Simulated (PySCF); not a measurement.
## Towards the basis-set limit for BiS

State: ²Π, doublet, unpaired electrons π ↑. De refers to Bi + S. ROHF-based CCSD(T) in PySCF 2.14 with Bi cc-pwCVDZ-PP with ECP60, S aug-cc-pV(D+d)Z and Bi cc-pwCVTZ-PP with ECP60, S aug-cc-pV(T+d)Z (frozen core orbitals: 9; scalar-relativistic core potentials). Correlation energies are extrapolated as n⁻³ (n = 2, 3), Hartree–Fock as (n+1)·exp(−9√n).

| Level | Re (Å) | ωe (cm⁻¹) | ωexe (cm⁻¹) | αe (cm⁻¹) | De (eV) |
| --- | --- | --- | --- | --- | --- |
| CCSD(T)/DZ | 2.3498 | 399.6 | 1.56 | 0.000475 | 2.586 |
| CCSD(T)/TZ | 2.3177 | 424.9 | 1.43 | 0.000440 | 3.016 |
| HF/CBS | 2.2687 | 489.4 | 1.04 | 0.000351 | 0.641 |
| MP2/CBS | 2.2899 | 452.6 | n/a | n/a | 3.246 |
| CCSD/CBS | 2.2884 | 458.1 | 1.20 | 0.000387 | 2.734 |
| CCSD(T)/CBS | 2.3100 | 431.6 | 1.38 | 0.000430 | 3.155 |

How much is left between CCSD(T)/TZ and the basis-set limit, and how much do the triples give at the limit?

CCSD(T)/CBS less CCSD(T)/TZ: -7.7 mÅ in Re, +6.7 cm⁻¹ in ωe and +0.139 eV in De. CCSD(T)/CBS less CCSD/CBS: +21.6 mÅ in Re, -26.5 cm⁻¹ in ωe and +0.421 eV in De.

The T1 diagnostic is 0.029. The state was picked by a PBE0 search and need not be the measured ground state. Spin–orbit coupling, excitations beyond (T) and corrections to the Born–Oppenheimer picture are left out, and spin–orbit coupling matters for open p, d or f shells this heavy.

The whole job (state search and all basis sets along the bond) took about 35 min on 4 threads of Arm Neoverse V1 (shared host), peak memory 13 GiB.
